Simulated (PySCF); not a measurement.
disilylmethane (CH8Si2), singlet, at a GFN2-xTB geometry; HF/def2-SV(P) run with PySCF.

Input for PySCF:
```python
from pyscf import gto, scf

mol = gto.M(
    atom='''
Si    1.469501    0.675243   -0.004315
C     0.249959   -0.773362   -0.140745
Si   -1.582865   -0.324499    0.068147
H     2.839701    0.182994   -0.185178
H     1.181014    1.668952   -1.040543
H     1.358676    1.297376    1.316715
H     0.513805   -1.524899    0.604684
H     0.384534   -1.254531   -1.110514
H    -1.982528    0.632796   -0.965442
H    -1.804865    0.261220    1.391816
H    -2.402995   -1.534148   -0.060719
''',
    basis='def2-sv(p)',
    charge=0,
    spin=0,
    verbose=4,
)

mf = scf.RHF(mol)
mf.kernel()
```

Output, abridged:

```
PySCF version 2.14.0

[INPUT] verbose = 4
[INPUT] num. atoms = 11
[INPUT] num. electrons = 42
[INPUT] charge = 0
[INPUT] spin (= nelec alpha-beta = 2S) = 0
[INPUT] symmetry False subgroup None
[INPUT] Mole.unit = angstrom
[INPUT] Symbol           X                Y                Z      unit          X                Y                Z       unit  Magmom
[INPUT]  1 Si     1.469501000000   0.675243000000  -0.004315000000 AA    2.776954429774   1.276024337530  -0.008154168227 Bohr   0.0
[INPUT]  2 C      0.249959000000  -0.773362000000  -0.140745000000 AA    0.472354052370  -1.461442375146  -0.265969503402 Bohr   0.0
[INPUT]  3 Si    -1.582865000000  -0.324499000000   0.068147000000 AA   -2.991181342160  -0.613214237695   0.128779166211 Bohr   0.0
[INPUT]  4 H      2.839701000000   0.182994000000  -0.185178000000 AA    5.366257165654   0.345808542439  -0.349935704295 Bohr   0.0
[INPUT]  5 H      1.181014000000   1.668952000000  -1.040543000000 AA    2.231793009277   3.153862195045  -1.966341290833 Bohr   0.0
[INPUT]  6 H      1.358676000000   1.297376000000   1.316715000000 AA    2.567525532020   2.451685320584   2.488230734107 Bohr   0.0
[INPUT]  7 H      0.513805000000  -1.524899000000   0.604684000000 AA    0.970950731432  -2.881641477623   1.142687151906 Bohr   0.0
[INPUT]  8 H      0.384534000000  -1.254531000000  -1.110514000000 AA    0.726663945584  -2.370720004777  -2.098567317495 Bohr   0.0
[INPUT]  9 H     -1.982528000000   0.632796000000  -0.965442000000 AA   -3.746434954282   1.195811132720  -1.824420969152 Bohr   0.0
[INPUT] 10 H     -1.804865000000   0.261220000000   1.391816000000 AA   -3.410700541813   0.493634258259   2.630151055788 Bohr   0.0
[INPUT] 11 H     -2.402995000000  -1.534148000000  -0.060719000000 AA   -4.541002428699  -2.899119554549  -0.114742280557 Bohr   0.0

nuclear repulsion = 150.449941345671
number of shells = 38
number of NR pGTOs = 128
number of NR cGTOs = 66
basis = def2-sv(p)
ecp = {}

******** <class 'pyscf.scf.hf.RHF'> ********
method = RHF
initial guess = minao
damping factor = 0
level_shift factor = 0
DIIS = <class 'pyscf.scf.diis.CDIIS'>
diis_start_cycle = 1
diis_space = 8
diis_damp = 0
SCF conv_tol = 1e-09
SCF conv_tol_grad = None
SCF max_cycles = 50
direct_scf = True
direct_scf_tol = 1e-13
Set gradient conv threshold to 3.16228e-05
Initial guess from minao.
init E= -619.943707546701
  HOMO = -0.322324614120463  LUMO = 0.0764044321438049  gap/eV = 10.84997
cycle= 1 E= -620.121715339817  delta_E= -0.178  |g|= 0.271  |ddm|=  2.7
  HOMO = -0.439008541315786  LUMO = 0.127671126928554  gap/eV = 15.42014
cycle= 2 E= -620.156703154323  delta_E= -0.035  |g|= 0.0682  |ddm|= 0.401
  HOMO = -0.426125895762608  LUMO = 0.143057528585745  gap/eV = 15.48827
cycle= 3 E= -620.159477108027  delta_E= -0.00277  |g|= 0.0118  |ddm|= 0.146
  HOMO = -0.432125722256227  LUMO = 0.140983779144513  gap/eV = 15.59510
cycle= 4 E= -620.159550104959  delta_E= -7.3e-05  |g|= 0.00271  |ddm|= 0.0266
  HOMO = -0.43206223995555  LUMO = 0.141024206021251  gap/eV = 15.59448
cycle= 5 E= -620.159554368534  delta_E= -4.26e-06  |g|= 0.00093  |ddm|= 0.00705
  HOMO = -0.432399996850502  LUMO = 0.140951706782788  gap/eV = 15.60169
cycle= 6 E= -620.159554825308  delta_E= -4.57e-07  |g|= 0.000232  |ddm|= 0.00225
  HOMO = -0.432384537991021  LUMO = 0.140964580712664  gap/eV = 15.60162
cycle= 7 E= -620.159554857777  delta_E= -3.25e-08  |g|= 5e-05  |ddm|= 0.000619
  HOMO = -0.432390301311111  LUMO = 0.140966514063961  gap/eV = 15.60183
cycle= 8 E= -620.159554859636  delta_E= -1.86e-09  |g|= 8.76e-06  |ddm|= 0.000156
  HOMO = -0.432390734200689  LUMO = 0.140966418774271  gap/eV = 15.60184
cycle= 9 E= -620.159554859701  delta_E= -6.43e-11  |g|= 1.4e-06  |ddm|= 2.86e-05
  HOMO = -0.432390712744964  LUMO = 0.140966536915611  gap/eV = 15.60185
Extra cycle  E= -620.159554859704  delta_E= -3.64e-12  |g|= 5.35e-07  |ddm|= 3.26e-06
converged SCF energy = -620.159554859704
```
